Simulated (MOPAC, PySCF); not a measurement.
H₃BO₃, SMILES `OB(O)O`, neutral singlet in the gas phase. 

Z-matrix (Å, degrees):
```
B
O 1 1.3600
H 2 0.9591 1 111.63
O 1 1.3668 2 116.48 3 -179.99
H 4 0.9566 1 115.33 2 -179.97
O 1 1.3763 2 118.30 3 0.01
H 6 0.9572 1 115.81 2 -179.98
```
Charge 0, spin multiplicity 1.

All levels are single points at this geometry (PBE0-D3(BJ)/def2-TZVP); Pople sets use spherical d functions. Orbital energies aren't observables, and empty levels follow the basis.

M06-2X/def2-TZVP in PySCF gives HOMO (eV) = -10.98.

Q: Estimate the HOMO (eV) from each of these levels: B3LYP/6-31G* in PySCF; BP86/6-31G* in PySCF; M06-2X/6-31G* in PySCF; PBE/6-31G* in PySCF; HF/3-21G in PySCF; HF/6-31G* in PySCF; AM1 in MOPAC; PM3 in MOPAC.

A: 
```
level                   HOMO (eV)
----------------------  ---------
B3LYP/6-31G* in PySCF       -8.31
BP86/6-31G* in PySCF        -6.92
M06-2X/6-31G* in PySCF     -10.42
PBE/6-31G* in PySCF         -6.80
HF/3-21G in PySCF          -13.04
HF/6-31G* in PySCF         -13.37
AM1 in MOPAC               -12.57
PM3 in MOPAC               -12.43
```
